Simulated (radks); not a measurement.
Q: The mean radii <r> (bohr) of the occupied orbitals of an atom or ion are listed with their occupations. Calculated with a radial shooting solver on a logarithmic mesh with Libxc functionals: scalar-relativistic Kohn-Sham, PBEsol, spin-polarised, spherical densities, finite nucleus; Fermi nuclear charge, rms radius of each element as measured or else 0.836 A^(1/3) + 0.57 fm.

| orbital | occ. | <r> |
|---|---|---|
| 1s up | 1 | 0.03041 |
| 1s down | 1 | 0.03041 |
| 2s up | 1 | 0.1317 |
| 2s down | 1 | 0.1317 |
| 2p up | 3 | 0.1148 |
| 2p down | 3 | 0.1148 |
| 3s up | 1 | 0.3568 |
| 3s down | 1 | 0.3567 |
| 3p up | 3 | 0.3549 |
| 3p down | 3 | 0.3548 |
| 3d up | 5 | 0.3310 |
| 3d down | 5 | 0.3308 |
| 4s up | 1 | 0.8056 |
| 4p up | 3 | 0.8432 |
| 4p down | 3 | 0.8444 |

Name the element and its charge. Open shells, if any, are filled with parallel spins first.

A: Z = 48, cadmium, charge +13: Cd13+ in [Ar] 3d10 4s1 4p6. The 1s radius gives Z: for a bare nucleus <r> = (2 gamma + 1)/(2Z) with gamma = sqrt(1 - (Z/c)^2), 0.02993 bohr for Z = 48, and screening makes it slightly larger (0.03041 here). The occupations add up to 35, and the charge is Z minus that.
